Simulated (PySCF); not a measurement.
# Assigning NMR signals

Structure with atom numbers: `[CH3:1]/[CH:2]=[C:3]1\[CH2:4][SiH2:5][C@H:6]1[CH:7]([F:8])[F:9]`. Each H is labelled by its parent atom. Ha(C4), Ha(Si5) are cis to C7 on the ring; Hb(C4), Hb(Si5) are trans to C7 on the ring.

No relativistic terms, a single conformation, gas phase, rapidly exchanging positions averaged. GIAO PBE0/pcSseg-1 shieldings; geometry: GFN2-xTB; PySCF 2.14.

δ = σ(ref) − σ, references computed at the same level: ¹³C (σ = 186.93 ppm) and ¹H (σ = 31.72 ppm) against TMS.

**Question.** Assign these signals to the numbered atoms. ¹³C{¹H} NMR (computed): δ 141.1 (C), 131.6 (CH), 125.2 (CH), 44.1 (CH), 17.1 (CH3), 16.8 (CH2).

**Answer.** 
| δ (ppm) | atoms | environment | reason |
| --- | --- | --- | --- |
| 141.1 | C3 | fully substituted alkene carbon | an sp2 carbon of a C=C bond |
| 131.6 | C2 | alkene CH | the olefinic region |
| 125.2 | C7 | sp3 CH bonded to 2 F | 2 electronegative neighbours deshield it |
| 44.1 | C6 | allylic sp3 CH bonded to Si | – |
| 17.1 | C1 | allylic methyl carbon | saturated and bonded to C and H only |
| 16.8 | C4 | allylic sp3 CH2 bonded to Si | – |

C1 and C4 lie closer than the usual error of such a calculation, so a measured spectrum could show them in the other order.

**Question.** Assign these signals to the numbered atoms. ¹H NMR (400 MHz, computed): δ 6.28 (m, 1H), 5.77 (q, 1H), 4.87 (m, 1H), 4.63 (m, 1H), 2.78 (m, 1H), 2.31 (m, 1H), 2.14 (m, 1H), 1.82 (d, 3H).

**Answer.** 
6.28 → H(C7), hydrogen on an sp3 CH bonded to 2 F: its carbon carries F, hence the downfield position
5.77 → H(C2), hydrogen on an alkene CH: attached to an sp2 carbon and in the plane of the double bond
4.87 → Ha(Si5), hydrogen on a silicon bonded to 2 C, in a 4-membered ring
4.63 → Hb(Si5), hydrogen on a silicon bonded to 2 C, in a 4-membered ring
2.78 → H(C6), hydrogen on an allylic sp3 CH bonded to Si: allylic position
2.31 → Ha(C4), hydrogen on an allylic sp3 CH2 bonded to Si: allylic position
2.14 → Hb(C4), hydrogen on an allylic sp3 CH2 bonded to Si
1.82 → H(C1), hydrogen on an allylic methyl carbon: allylic position

Splittings by ¹⁹F in the carbon and heteronuclear signals aren't shown, as no couplings were computed. Shifts are as computed. Against solution values, carbons near 30 ppm lie about +3 ppm off and those near 130 ppm about +5 ppm. Of 1211 compounds with measured shifts, 218 miss one by over three times the rms of a fit or turn the order of signals round; such compounds aren't used in these exercises. Multiplicities follow the n + 1 count of equivalent neighbours, as no J values were calculated; m marks all less simple cases, F and P coupling included.
